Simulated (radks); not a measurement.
The numbers below are computed, except where a source is named.
Removal energies from the iodine ion I4+, [Kr] 4d10 5s2 5p1, by Delta-SCF beside the eigenvalue of the level emptied. Level of theory: scalar-relativistic Kohn-Sham, LDA (Slater exchange, Perdew-Wang correlation), spin-polarised, spherical densities, finite nucleus; Fermi nuclear charge, rms radius of each element as measured or else 0.836 A^(1/3) + 0.57 fm (a radial shooting solver on a logarithmic mesh with Libxc functionals). Open shells are filled with parallel spins first.

removed from,final configuration,Delta-SCF (eV),-eigenvalue (eV)
5p,[Kr] 4d10 5s2,50.738,45.524
5s,[Kr] 4d10 5s1 5p1,63.205,57.477
4d,[Kr] 4d9 5s2 5p1,105.24,95.058
4p,[Ar] 3d10 4s2 4p5 4d10 5s2 5p1,183.47,172.39
